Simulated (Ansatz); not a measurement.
A nudged elastic band was laid between two geometries of C3H9BO (14 atoms, charge 0, multiplicity 1).

The calculation used RKS PBE/def2-SVP (Ansatz).

```
movable images  : 7
climbing image  : yes
spring          : 5.0 eV/Å²
optimiser       : quadratic models (default)
start path      : through a guess of the saddle point
force threshold : 0.03 eV/Å
iteration limit : 60
end points      : relaxed
```

Initial state:

```xyz
14
Properties=species:S:1:pos:R:3
C -1.480 1.062 0.788
C -0.365 0.572 -0.141
C 0.340 -0.704 0.342
B 1.497 -1.288 -0.565
O 1.883 -0.725 -1.744
H -2.270 0.291 0.905
H -1.964 1.984 0.406
H -1.086 1.284 1.802
H 0.384 1.388 -0.265
H -0.794 0.400 -1.156
H 0.766 -0.552 1.363
H -0.400 -1.525 0.496
H 2.114 -2.294 -0.251
H 1.362 0.075 -1.953
```

Final state:

```xyz
14
Properties=species:S:1:pos:R:3
C -1.576 1.052 0.980
C -0.451 0.796 -0.025
C 0.217 -0.583 0.127
B 1.463 -0.846 -0.797
O 1.649 -2.090 -1.328
H -2.382 0.293 0.886
H -2.039 2.050 0.837
H -1.201 1.002 2.024
H 0.321 1.591 0.069
H -0.852 0.899 -1.058
H 0.608 -0.676 1.172
H -0.528 -1.402 0.024
H 2.291 0.032 -1.029
H 2.468 -2.148 -1.851
```

(1) Which bonds break or form, and what moves?

(2) What energy profile does the band end with?

(3) What is the geometry of the highest image?

## Answers

(1) No bond is made or broken. The dihedral H13–B4–O5–H14 goes from 180 to 1°.

(2) The run converged. The highest image is number 4 of 0 to 8, 0.63 eV above the first end and 0.63 eV above the last; the last end lies 0.01 eV above the first. The dihedral H13–B4–O5–H14 jumps by 92° between images 4 and 5, so the path isn't resolved there. A vibrational analysis at the climbing image gives one clearly imaginary mode, 820i cm⁻¹: a first-order saddle point.

| image | path coordinate (Å) | energy (eV) | dihedral H13–B4–O5–H14 (°) |
| --- | --- | --- | --- |
| 0 | 0.00 | 0.00 | 180 |
| 1 | 0.35 | 0.01 | -179 |
| 2 | 0.71 | 0.07 | -171 |
| 3 | 1.06 | 0.37 | -137 |
| 4 | 1.42 | 0.63 | -93 |
| 5 | 3.02 | 0.04 | -1 |
| 6 | 4.63 | 0.02 | 0 |
| 7 | 6.23 | 0.01 | -1 |
| 8 | 7.84 | 0.01 | 1 |

(3) 
```xyz
14
Properties=species:S:1:pos:R:3
C -1.507 1.054 0.904
C -0.452 0.599 -0.107
C 0.274 -0.693 0.287
B 1.381 -1.263 -0.679
O 1.671 -0.691 -1.894
H -2.293 0.281 1.042
H -2.013 1.989 0.584
H -1.058 1.243 1.902
H 0.294 1.412 -0.253
H -0.924 0.462 -1.104
H 0.763 -0.590 1.289
H -0.454 -1.522 0.468
H 1.964 -2.304 -0.372
H 2.338 -0.008 -2.038
```

Run time: 8.5 min on 2 threads of Arm Neoverse V1, on a shared host, peak memory 0.15 GiB.
